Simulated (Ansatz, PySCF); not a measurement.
Gas-phase reaction in SMILES: CCCC[Si](Cl)(Cl)Cl + 7 [H][H] (H2) → 4 C (CH4) + 3 Cl (HCl) + [SiH4] (SiH4)
Geometries: B3LYP-D3(BJ)/def2-TZVP minima from Ansatz (a quantum-chemistry and plane-wave program), one conformer each, not searched for the lowest. Frequencies are from Ansatz or PySCF.
Geometry of the first species:
SMILES: CCCC[Si](Cl)(Cl)Cl
```xyz
17

C      4.4593    -0.1609     0.6825
C      3.2496     0.7621     0.5736
C      1.9507     0.0038     0.3050
C      0.7360     0.9323     0.1958
Si    -0.8695     0.0693    -0.1298
Cl    -2.4030     1.4260    -0.2517
Cl    -1.3007    -1.2575     1.3756
Cl    -0.7898    -0.9740    -1.8955
H      4.3335    -0.8790     1.4962
H      5.3737     0.4029     0.8742
H      4.6046    -0.7285    -0.2396
H      3.4114     1.4906    -0.2273
H      3.1422     1.3412     1.4963
H      1.7855    -0.7236     1.1048
H      2.0545    -0.5743    -0.6176
H      0.6073     1.5099     1.1167
H      0.8770     1.6596    -0.6101
```
Charge 0, spin multiplicity 1.

Quantity: energy of full hydrogenation (enthalpy at 298 K, with B3LYP-D3(BJ) rigid-rotor harmonic-oscillator terms), in kcal/mol. Cores are frozen in the correlated levels unless marked. Spin-orbit coupling is left out. No relativistic terms. Basis-set limits of correlation are two-point, X^-3; Hartree-Fock from the larger set. The bracket is a focal-point correction in the basis named.

```
level                                                                      program  energy of full hydrogenation (kcal/mol)  minus last row
-------------------------------------------------------------------------  -------  ---------------------------------------  --------------
BLYP/def2-TZVPD                                                             Ansatz                                      0.4           -18.6
CAM-B3LYP/def2-TZVPD                                                        Ansatz                                      2.0           -17.0
MP2/6-31G*                                                                  Ansatz                                     38.2            19.2
RI-MP2/aug-cc-pV(Q+d)Z                                                      Ansatz                                     28.6             9.6
RI-MP2/CBS(cc-pV(T+d)Z,cc-pV(Q+d)Z)                                         Ansatz                                     29.8            10.8
CCSD/cc-pV(D+d)Z                                                            Ansatz                                     -4.3           -23.3
RI-MP2/CBS(aug-cc-pV(T+d)Z,aug-cc-pV(Q+d)Z)+[CCSD(T)-MP2]/aug-cc-pV(T+d)Z   Ansatz                                     19.0             0.0
```
